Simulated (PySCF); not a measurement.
Stepwise substitution at one centre (B H-OH). Isolated molecules, 0 K electronic values unless said otherwise. One relaxed conformer stands for each flexible species; it need not be the lowest. Strings in code marks are SMILES.

All values below come from B3LYP-D3(BJ)/def2-TZVP // PBE0-D4/def2-TZVP in PySCF. B3LYP has the VWN-RPA correlation part, as in Gaussian. 

```json
[
 {"species": "0 of 3 H replaced by OH (`B`)", "LUMO (eV)": "-2.22", "S1 oscillator strength": "–"},
 {"species": "1 of 3 H replaced by OH (`BO`)", "LUMO (eV)": "-0.68", "S1 oscillator strength": "0.000"},
 {"species": "2 of 3 H replaced by OH (`B(O)O` (H–O–B–O torsion 0°, O–B–O–H torsion 180°))", "LUMO (eV)": "–", "S1 oscillator strength": "0.001"},
 {"species": "3 of 3 H replaced by OH (`OB(O)O`)", "LUMO (eV)": "___", "S1 oscillator strength": "0.001"}
]
```

Question: Some entries are withheld; supply them.

Answer: 
- 3 of 3 H replaced by OH (`OB(O)O`), LUMO (eV): -0.28
